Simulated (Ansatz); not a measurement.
Calculated with Ansatz (gas phase, PBE0-D4/def2-TZVP geometries, no zero-point term in ΔE). CCSD(T)/CBS is the MP2 limit (def2-TZVPP, def2-QZVPP) plus CCSD(T) − MP2 in def2-TZVPP, frozen cores. This one scheme is used for every species. Functionals use def2-TZVPP. B3LYP here is the variant with VWN-RPA as its local correlation; programs differ in this. def2 core potentials past Kr. For Sn outer-core shells are correlated without core-valence functions, which leaves a few kJ/mol of doubt a bond.

Consider the ligand exchange at the Sn–C bond: `[CH3][SnH3]` + `[AlH2][SH]` → `[AlH2][S][SnH3]` + CH₄.

```json
{"level": "B3LYP-D4", "ΔE (kcal/mol)": "-22.2"}
{"level": "BHLYP-D4", "ΔE (kcal/mol)": "-23.4"}
{"level": "ωB97M-V", "ΔE (kcal/mol)": "-21.4"}
{"level": "PBE", "ΔE (kcal/mol)": "-21.0"}
{"level": "CAM-B3LYP", "ΔE (kcal/mol)": "-20.3"}
{"level": "MP2/def2-SVP", "ΔE (kcal/mol)": "-22.7"}
{"level": "HF/CBS(def2)", "ΔE (kcal/mol)": "-22.6"}
{"level": "CCSD/CBS(def2)", "ΔE (kcal/mol)": "-21.8"}
```

Question: What does CCSD(T)/CBS give? (Best estimate.)

Answer: Ansatz gave: -22.1 kcal/mol. The listed levels differ from it by -0.1, -1.3, 0.7, 1.1, 1.8, -0.6, -0.5, 0.3 kcal/mol.

Question: What do rigid-rotor, harmonic-oscillator terms from PBE0-D4/def2-TZVP frequencies (298.15 K, 1 bar) make of the CCSD(T)/CBS value? (Estimate.)

Answer: The calculation gave: ΔZPE = +1.4 kcal/mol, ΔH = -20.2 kcal/mol, ΔS = -11 J/(mol·K), ΔG = -19.4 kcal/mol.

Largest T1 diagnostic among the species: 0.013.

The D4 term adds −1.3 kcal/mol with B3LYP and −0.7 kcal/mol with PBE0; it sums over pairs of atoms, weighted by their polarisabilities, and B3LYP, whose exchange is more repulsive, gets the larger term. From BLYP to BHLYP (50 % exact exchange), in def2-TZVPP and without D4, ΔE moves by −1.3 kcal/mol.
